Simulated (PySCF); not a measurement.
SMILES C[Si](I)(I)I (PBE0/def2-SVP optimised geometry):

```
8

C     -1.445    -2.038     1.519
Si    -0.819    -1.156     0.000
I     -1.631     1.156     0.000
I      1.631    -1.156     0.000
I     -1.630    -2.301    -2.009
H     -2.546    -2.038     1.519
H     -1.081    -3.076     1.520
H     -1.081    -1.524     2.421
```

Method: PySCF with PBE0/def2-TZVP, def2 effective core potentials past Kr.

Problem. What are the frontier orbital energies and the dipole moment?

Solution. HOMO-2 -7.76 eV, HOMO-1 -7.76 eV, HOMO -7.50 eV, LUMO -1.91 eV, LUMO+1 -0.42 eV; dipole moment 1.58 D.

On the same geometry PBE/def2-TZVP, def2 effective core potentials past Kr (PySCF) gives HOMO-2 -6.63 eV, HOMO-1 -6.63 eV, HOMO -6.38 eV, LUMO -2.66 eV, LUMO+1 -1.23 eV; dipole moment 1.53 D.
